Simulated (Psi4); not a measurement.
C6H12, triplet, at the geometry of the source list (a higher spin typed on purpose: for a closed-shell molecule this is an excited state), with bond 16-5 at 1.3 times its length; HF/6-31G (Psi4).

Here is a job for Psi4.
```
memory 2 GB

molecule {
0 3
C    -0.67120000    1.11310000   -0.68100000
C     0.74460000    1.25770000   -0.12960000
C     1.45830000   -0.09140000   -0.13530000
C     0.67120000   -1.11310000    0.68100000
C    -0.74460000   -1.25770000    0.12960000
C    -1.45830000    0.09140000    0.13530000
H    -0.62190000    0.78380000   -1.72140000
H    -1.18010000    2.07930000   -0.65940000
H     1.30590000    1.97880000   -0.72800000
H     0.69690000    1.63700000    0.89380000
H     1.55240000   -0.44610000   -1.16420000
H     2.46480000    0.01750000    0.27470000
H     1.18010000   -2.07930000    0.65940000
H     0.62190000   -0.78380000    1.72140000
H    -1.30590000   -1.97880000    0.72800000
H    -0.68259000   -1.75079000   -1.20082000
H    -1.55240000    0.44610000    1.16420000
H    -2.46480000   -0.01750000   -0.27470000
}

set {
  basis 6-31g
  reference uhf
  guess sadno
}

energy('scf')
print_variables()
```

It wrote (shortened):

```
   => Loading Basis Set <=

    Name: 6-31G
    Role: ORBITAL
    Keyword: BASIS

         ---------------------------------------------------------
                                   SCF
               by Justin Turney, Rob Parrish, Andy Simmonett
                          and Daniel G. A. Smith
                              UHF Reference
         ---------------------------------------------------------

  ==> Geometry <==

    Molecular point group: c1
    Full point group: C1

    Geometry (in Angstrom), charge = 0, multiplicity = 3:

       Center              X                  Y                   Z               Mass
    ------------   -----------------  -----------------  -----------------  -----------------
         C           -0.671371498481     1.114463718532    -0.677320512665    12.000000000000
         C            0.744428501519     1.259063718532    -0.125920512665    12.000000000000
         C            1.458128501519    -0.090036281468    -0.131620512665    12.000000000000
         C            0.671028501519    -1.111736281468     0.684679487335    12.000000000000
         C           -0.744771498481    -1.256336281468     0.133279487335    12.000000000000
         C           -1.458471498481     0.092763718532     0.138979487335    12.000000000000
         H           -0.622071498481     0.785163718532    -1.717720512665     1.007825032230
         H           -1.180271498481     2.080663718532    -0.655720512665     1.007825032230
         H            1.305728501519     1.980163718532    -0.724320512665     1.007825032230
         H            0.696728501519     1.638363718532     0.897479487335     1.007825032230
         H            1.552228501519    -0.444736281468    -1.160520512665     1.007825032230
         H            2.464628501519     0.018863718532     0.278379487335     1.007825032230
         H            1.179928501519    -2.077936281468     0.663079487335     1.007825032230
         H            0.621728501519    -0.782436281468     1.725079487335     1.007825032230
         H           -1.306071498481    -1.977436281468     0.731679487335     1.007825032230
         H           -0.682761498481    -1.749426281468    -1.197140512665     1.007825032230
         H           -1.552571498481     0.447463718532     1.167879487335     1.007825032230
         H           -2.464971498481    -0.016136281468    -0.271020512665     1.007825032230

  Running in c1 symmetry.

  Rotational constants: A =      0.14454  B =      0.14451  C =      0.08381 [cm^-1]
  Rotational constants: A =   4333.18658  B =   4332.17808  C =   2512.59849 [MHz]
  Nuclear repulsion =  256.188408709678640

  Charge       = 0
  Multiplicity = 3
  Electrons    = 48
  Nalpha       = 25
  Nbeta        = 23

  ==> Algorithm <==

  SCF Algorithm Type is DF.
  DIIS enabled.
  MOM disabled.
  Fractional occupation disabled.
  Guess Type is SADNO.
  Energy threshold   = 1.00e-06
  Density threshold  = 1.00e-06
  Integral threshold = 1.00e-12

  ==> Primary Basis <==

  Basis Set: 6-31G
    Blend: 6-31G
    Number of shells: 54
    Number of basis functions: 78
    Number of Cartesian functions: 78
    Spherical Harmonics?: false
    Max angular momentum: 1

   => Loading Basis Set <=

    Name: (6-31G AUX)
    Role: JKFIT
    Keyword: DF_BASIS_SCF

  ==> Integral Setup <==

  SCF_SUBTYPE=INCORE selected. In-core MEM_DF algorithm will be used.
  Using in-core AOs.

  ==> MemDFJK: Density-Fitted J/K Matrices <==

    J tasked:                   Yes
    K tasked:                   Yes
    wK tasked:                   No
    Algorithm:                 Core
    Schwarz Cutoff:           1E-12
    Mask sparsity (%):       0.5917
    Fitting Condition:        1E-10

   => Auxiliary Basis Set <=

  Basis Set: (6-31G AUX)
    Blend: CC-PVDZ-JKFIT
    Number of shells: 252
    Number of basis functions: 786
    Number of Cartesian functions: 786
    Spherical Harmonics?: false
    Max angular momentum: 3

[...]
    Using symmetric orthogonalization.

  ==> Pre-Iterations <==

  SCF Guess: Superposition of Atomic Densities' Natural Orbitals via on-the-fly atomic UHF (doi:10.1021/acs.jctc.8b01089).

   -------------------------------------------------------
    Irrep   Nso     Nmo     Nalpha   Nbeta   Ndocc  Nsocc
   -------------------------------------------------------
     A         78      78      25      23      23       2
   -------------------------------------------------------
    Total      78      78      25      23      23       2
   -------------------------------------------------------

  ==> Iterations <==

                           Total Energy        Delta E     RMS |[F,P]|

   @DF-UHF iter   1:  -232.05480113661065   -2.32055e+02   2.27078e-02 ADIIS/DIIS
   @DF-UHF iter   2:  -233.51512188001428   -1.46032e+00   8.92071e-03 ADIIS/DIIS
   @DF-UHF iter   3:  -233.78404508324377   -2.68923e-01   2.65575e-03 ADIIS/DIIS
   @DF-UHF iter   4:  -233.82354057809576   -3.94955e-02   7.18231e-04 ADIIS/DIIS
   @DF-UHF iter   5:  -233.83313578156427   -9.59520e-03   3.77232e-04 ADIIS/DIIS
   @DF-UHF iter   6:  -233.83639589995238   -3.26012e-03   2.30336e-04 ADIIS/DIIS
   @DF-UHF iter   7:  -233.83780883171394   -1.41293e-03   1.12608e-04 ADIIS/DIIS
   @DF-UHF iter   8:  -233.83811827293363   -3.09441e-04   3.77339e-05 DIIS
   @DF-UHF iter   9:  -233.83814991518855   -3.16423e-05   1.16573e-05 DIIS
   @DF-UHF iter  10:  -233.83815164684358   -1.73166e-06   4.39851e-06 DIIS
   @DF-UHF iter  11:  -233.83815187471768   -2.27874e-07   1.83623e-06 DIIS
   @DF-UHF iter  12:  -233.83815191316347   -3.84458e-08   8.05437e-07 DIIS
  Energy and wave function converged.

  ==> Post-Iterations <==

   @Spin Contamination Metric:   1.193845653E-02
   @S^2 Expected:                2.000000000E+00
   @S^2 Observed:                2.011938457E+00
   @S   Expected:                1.000000000E+00
   @S   Observed:                1.000000000E+00

    Orbital Energies [Eh]
    ---------------------

    Alpha Occupied:

[...]
      25A     -0.201493

    Alpha Virtual:

[...]
    Beta Occupied:

[...]
    Beta Virtual:

[...]
      78A      2.180478

    Final Occupation by Irrep:
              A
    DOCC [    23 ]
    SOCC [     2 ]
    NA   [    25 ]
    NB   [    23 ]

  @DF-UHF Final Energy:  -233.83815191316347

   => Energetics <=

    Nuclear Repulsion Energy =            256.1884087096786402
    One-Electron Energy =                -821.7627197385911586
    Two-Electron Energy =                 331.7361591157489897
    Total Energy =                       -233.8381519131634718

  UHF NO Occupations:
  HONO-2 :   23  A 1.9980031
  HONO-1 :   24  A 1.0000000
  HONO-0 :   25  A 1.0000000
  LUNO+0 :   26  A 0.0019969
  LUNO+1 :   27  A 0.0015305
  LUNO+2 :   28  A 0.0013757
  LUNO+3 :   29  A 0.0006805

Computation Completed

Properties will be evaluated at   0.000000,   0.000000,   0.000000 [a0]

Properties computed using the SCF density matrix

 Multipole Moments:

 ------------------------------------------------------------------------------------
     Multipole            Electronic (a.u.)      Nuclear  (a.u.)        Total (a.u.)
 ------------------------------------------------------------------------------------

 L = 1.  Multiply by 2.5417464519 to convert [e a0] to [Debye]
 Dipole X            :          0.0209900            0.0114859            0.0324759
 Dipole Y            :          0.4027298           -0.0913333            0.3113965
 Dipole Z            :          0.8070482           -0.2464290            0.5606192
 Magnitude           :                                                    0.6421186

 ------------------------------------------------------------------------------------

  Variable Map:
  ----------------------------------------------------------------------------
[...]
  Array Variable Map:
  ----------------------------------------------------------------------------
[...]
[...]
```
